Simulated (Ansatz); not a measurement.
Coupled-cluster diagnostics for the cluster CrO₂⁻ (the lowest doublet isomer of a short search), Ansatz.

Geometry of the doublet (PBE0-D4/def2-TZVPD):

Cartesian coordinates in Å:
```
Cr -0.2376 -0.2218 -0.2342
O -0.0663 -0.8783 1.2413
O 0.3039 1.1001 -1.0071
```

Correlated methods freeze 7 core orbitals; core or outer-core shells of Cr are correlated, in sets that lack core-valence functions. At PBE0-D4/def2-TZVPD a triplet of charge 0 lies 1.30 eV below the restricted singlet at the same geometry. The structure comes from a short search, and lower isomers may exist.

Geometry of the charge -1 quartet (PBE0-D4/def2-TZVPD):

```tsv
atom	x (Å)	y (Å)	z (Å)
Cr1	-0.3322	-0.1279	0.1406
O2	-0.5770	0.6847	-1.2615
O3	0.9092	-0.5567	1.1209
```

Geometry of the charge -1 sextet (PBE0-D4/def2-TZVPD):

Cartesian coordinates in Å:
```
Cr -0.524 0.046 -0.006
O 0.268 0.244 1.532
O 0.256 -0.290 -1.526
```

(1) Estimate the CCSD(T) correlation energy, the shares of MP2 and (T), T1 and the reference's ⟨S²⟩ for: charge -1, doublet, own geometry in def2-TZVPPD; charge -1, quartet, own geometry in def2-TZVPPD; charge -1, sextet, own geometry in def2-TZVPPD; charge 0, singlet, vertical in def2-TZVPPD; and the rough time on 2 threads of Arm Neoverse V1 on a shared host.

## Answers

(1) 
```
                           state        basis  correlation (eV)  MP2 share (%)  (T) share (%)     T1  ⟨S²⟩ (pure)  wall time                                                      remarks
charge -1, doublet, own geometry  def2-TZVPPD           -30.032           96.0            6.9  0.052  1.83 (0.75)       42 s          flagged by the program, large T1, spin-contaminated
charge -1, quartet, own geometry  def2-TZVPPD           -29.182           92.8            5.9  0.072  4.64 (3.75)       35 s                                  large T1, spin-contaminated
 charge -1, sextet, own geometry  def2-TZVPPD           -27.636           88.9            5.6  0.087  9.11 (8.75)       38 s          flagged by the program, large T1, spin-contaminated
     charge 0, singlet, vertical  def2-TZVPPD           -30.876          100.7            7.8  0.052  0.00 (0.00)    2.2 min  large T1, restricted singlet, untested, stability undecided
```
Customary marks for T1 are 0.02 (closed shells), 0.045 (open shells) and about 0.05 (3d metals). T1 exceeds 0.02 in 4 of 4 rows and 0.045 in 4; the higher it lies, the less the single-reference result can be trusted.
